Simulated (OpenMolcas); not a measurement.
An OpenMolcas run meant for Ti³⁺ (ANO-RCC-VQZP, DKH4; inactive shells 1s 2s 2p 3s 3p; intended active space 1 electron in 10 orbitals (3d 4d)). One step of its input:

```
&RASSCF
FileOrb=start.orb
Symmetry=1
Spin=2
nActEl=2 0 0
Inactive=3 6
Ras2=10 0
CIRoot=10 10 1
SDav=10
CIMx=300
Iter=83 100
PrWF=0.3
OrbListing=Nothing
MaxOrb=0
Atom
CIOnly
>>> COPY $Project.JobIph JOB001
```

Lines from the output:

```
--- SEWARD ---
Basis set label: TI.ANO-RCC...7S6P4D3F2G1H.

      Electronic valence basis set:
      ------------------
      Associated Effective Charge  22.000000 au
      Associated Actual Charge     22.000000 au
      Nuclear Model: Point charge

      Shell  nPrim  nBasis  Cartesian Spherical Contaminant
         s      21       7        X
         p      15       6        X
         d      10       4                 X
         f       6       3                 X
         g       4       2                 X
         h       2       1                 X
Relativistic=R04O02
                  Relativistic Douglas-Kroll-Hess integrals:
                    - DKH order of Hamiltonian: 4
                    - DKH order of Properties : 2
--- RASSCF ---

 Nr of active orbitals     NAC=  10
 Spin degeneracy         ISPIN=   2
 There can be no such wave function.
 ************************************************
--- Stop Module: rasscf at  /rc=_RC_INPUT_ERROR_ ---
.####################.
.# User input error #.
.####################.
```

Task: What is wrong with the input?

Result: nActEl holds one electron too many for this ion, which clashes with the multiplicity.
